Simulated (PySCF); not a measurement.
Geometries of 2 isomers of H8O2Si3, from PySCF, PBE0-D3(BJ)/def2-SVP geometry optimisation, gas phase. One conformer each, no zero-point energy, no frequencies.

Problem. Which is lower in electronic energy at this level?
A.
```xyz
13
angstrom
Si     2.073   -0.153    0.698
O      1.331   -0.176   -0.783
Si    -0.038   -0.256   -1.699
O     -1.379   -0.037   -0.764
Si    -2.045    0.367    0.698
H      3.511    0.181    0.502
H      1.437    0.879    1.573
H      1.954   -1.486    1.361
H      0.021    0.824   -2.719
H     -0.123   -1.599   -2.329
H     -3.479   -0.035    0.693
H     -1.332   -0.347    1.801
H     -1.939    1.839    0.930
```
B.
```xyz
13
angstrom
O     -1.130    1.354    0.472
Si    -2.037    0.035    0.018
O     -0.940   -1.097   -0.445
Si     0.702   -1.400   -0.354
Si     1.936    0.552    0.080
H     -1.559    2.197    0.636
H     -2.845   -0.481    1.161
H     -2.932    0.362   -1.128
H      0.956   -2.414    0.717
H      1.129   -1.996   -1.656
H      3.386    0.192   -0.048
H      1.634    1.616   -0.924
H      1.705    1.065    1.462
```

Solution. A. That is `O([SiH3])[SiH2]O[SiH3]`, 19.8 kcal/mol below the other.

| SMILES | atoms numbered as above | E (Eh) | relative (kcal/mol) | relative (kJ/mol) | dipole (D) |
| --- | --- | --- | --- | --- | --- |
| [SiH3]O[SiH2]O[SiH3] | [SiH3:1][O:2][SiH2:3][O:4][SiH3:5] | -1022.95960 | 0.0 | 0.0 | 0.62 |
| O[SiH2]O[SiH2][SiH3] | [OH:1][SiH2:2][O:3][SiH2:4][SiH3:5] | -1022.92803 | 19.8 | 82.9 | 2.05 |

As drawn, the higher has an O–H bond and an Si–Si bond, which the lower lacks.
